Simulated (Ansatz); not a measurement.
Ansatz (a quantum-chemistry and plane-wave program) input (CCSD(T)/6-31G):

Ansatz 0.2 input:
```yaml
crystal:
  periodic: [false, false, false]
  atoms:
    - {symbol: C, position_ang: [2.28027800, -0.12827858, -0.15235951]}
    - {symbol: C, position_ang: [1.07768763, -0.03693923, -0.06601423]}
    - {symbol: B, position_ang: [-0.43841149, 0.07642905, 0.04238976]}
    - {symbol: C, position_ang: [-1.03070252, 1.43583208, 0.41746337]}
    - {symbol: C, position_ang: [-1.33103859, -1.18768464, -0.23049343]}
    - {symbol: H, position_ang: [3.33782640, -0.20909841, -0.22841653]}
    - {symbol: H, position_ang: [-2.10002144, 1.59802610, 0.51472699]}
    - {symbol: H, position_ang: [-0.42253670, 2.31372931, 0.60759180]}
    - {symbol: H, position_ang: [-2.40116089, -1.00264872, -0.12740857]}
    - {symbol: H, position_ang: [-1.05541099, -2.00295022, 0.44722195]}
    - {symbol: H, position_ang: [-1.14398601, -1.57678106, -1.23724166]}
basis:
  gaussian:
    orbitals: 6-31G
magnetization: {spin_polarized: true, initial_magnetization: 1}
correlation: {method: ccsd_t, electrons: outside_noble_gas}
```

End of the output:

```
integrals: 0.06 GiB planned
826 factors; integrals over basis functions are off by at most 2.4e-4 eV
0.25 GiB of device memory are held for the factors and their scratch space
mean field: 0.17 GiB planned
mean field evaluation 1: about -4882.2657 eV, gradient 1.9e1 eV
mean field evaluation 2: about -4882.2711 eV, gradient 1.9e1 eV
mean field evaluation 4: about -4884.7218 eV, gradient 2.8e0 eV
mean field evaluation 8: about -4884.7983 eV, gradient 1.1e-1 eV
mean field evaluation 16: about -4884.4880 eV, gradient 6.1e0 eV
mean field evaluation 32: about -4884.7984 eV, gradient 3.5e-3 eV
mean field evaluation 64: about -4881.0273 eV, gradient 1.1e-2 eV
mean field evaluation 96: about -4880.8042 eV, gradient 1.2e-3 eV
mean field -4884.79839154 eV, -179.5130298539 hartree, gradient 1.5e-6 eV, S^2 0.801440; 3 other end points of the search recorded, 0 dependent functions left out
5 core orbitals not correlated
reference -4884.79839154 eV, -179.5130298539 hartree; 13, 12 occupied and 39, 40 virtual orbitals, 826 factors
second order -10.34588455 eV of doubles, -0.00000000 eV of singles
coupled cluster: 0.33 GiB planned
cycle   1  -10.98334597 eV  change   -6.4e-1 eV  update   9.7e-2
cycle   2  -11.47471742 eV  change   -4.9e-1 eV  update   4.0e-2
cycle   3  -11.61769295 eV  change   -1.4e-1 eV  update   2.0e-2
cycle   4  -11.62870616 eV  change   -1.1e-2 eV  update   8.6e-3
cycle   5  -11.62790689 eV  change    8.0e-4 eV  update   3.2e-3
cycle   6  -11.62709728 eV  change    8.1e-4 eV  update   1.4e-3
cycle   7  -11.62746455 eV  change   -3.7e-4 eV  update   5.5e-4
cycle   8  -11.62737673 eV  change    8.8e-5 eV  update   1.8e-4
cycle   9  -11.62732169 eV  change    5.5e-5 eV  update   6.8e-5
cycle  10  -11.62734435 eV  change   -2.3e-5 eV  update   2.9e-5
coupled cluster: 0.33 GiB planned
perturbative correction -0.34402152 eV, -0.0126425577 hartree
Total energy: -4896.76975742 eV, -179.9529694353 hartree
```

It need not be the lowest isomer of its formula.
